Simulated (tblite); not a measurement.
C₄H₂NPS.
Bonds: N1–C2 (triple), C2–C3, C3–C4 (aromatic), C4–P5 (aromatic), P5–C6 (aromatic), C6–S7 (aromatic), C3–S7 (aromatic). Hydrogens: H8 on C4; H9 on C6.

Computed geometry: GFN2-xTB, gas phase.

Some entries are withheld.

```csv
coordinate,value
N1≡C2,1.147 Å
C2–C3,1.401 Å
C3–C4,1.368 Å
C4–P5,?
P5–C6,?
C6–S7,?
C3–S7,1.732 Å
C4–H8,1.079 Å
C6–H9,1.076 Å
N1–C2–C3,?
C2–C3–C4,124.6°
C2–C3–S7,?
C4–C3–S7,116.4°
C3–C4–P5,?
C4–P5–C6,92.5°
P5–C6–S7,119.4°
C3–S7–C6,94.1°
```

Task: Fill in the missing values.

Result: 
- C4–P5 = 1.759 Å, aromatic (ends: aromatic CH carbon; phosphorus bonded to 2 C); 0.04 Å below the sum of covalent radii, 1.80 Å.
- P5–C6 = 1.710 Å, aromatic (ends: phosphorus bonded to 2 C; aromatic CH next to a ring sulfur); 0.09 Å below the sum of covalent radii, 1.80 Å.
- C6–S7 = 1.708 Å, aromatic (aromatic CH next to a ring sulfur to thiophene-type sulfur); 0.07 Å below the sum of covalent radii, 1.78 Å.
- N1–C2–C3 = 179.4°, at the nitrile carbon; the outer atoms are 2.549 Å apart.
- C2–C3–S7 = 119.0°, at the substituted aromatic carbon; the outer atoms are 2.705 Å apart.
- C3–C4–P5 = 117.6°, at the aromatic CH carbon, inside a 5-membered ring; the outer atoms are 2.682 Å apart.

Radii are Cordero's, carbon taken as 0.76, 0.73 or 0.69 Å for four, three, and two or fewer neighbours.

Its GFN2-xTB frequencies are all real (lowest 127 cm⁻¹).
